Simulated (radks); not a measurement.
The numbers below are computed, except where a source is named.
Ionisation of La, [Xe] 5d1 6s2, to La+, [Xe] 5d2, under several functionals. Scalar-relativistic Kohn-Sham, spin-polarised, spherical densities, point nucleus; open shells are filled with parallel spins first (spin-orbit coupling, left out, can overturn this in heavy ions); a radial shooting solver on a logarithmic mesh with Libxc functionals.

functional,E(La) (hartree),Exc (hartree),IE (eV),-e(HOMO) (eV),<r> HOMO (bohr),IE error (eV)
SOGGA,-8489.5824,-199.3617,5.442,3.259,2.973,-0.135
AM05,-8487.1337,-196.9069,5.536,3.295,2.963,-0.041
"LDA (Slater exchange, Perdew-Wang correlation)",-8486.8763,-196.6459,5.934,3.391,2.974,+0.357
"LDA (Slater exchange, VWN5 correlation)",-8486.8991,-196.6691,5.923,3.396,2.973,+0.347

NIST Atomic Spectra Database: 5.577 eV (measured). Closest: AM05. The Delta-SCF values span 0.49 eV, the total energies 2.71 hartree. The highest occupied level is 5d. Open shells are spherical and high-spin; term and fine-structure splittings are not resolved. Spin-orbit splitting is averaged out at the scalar-relativistic level.
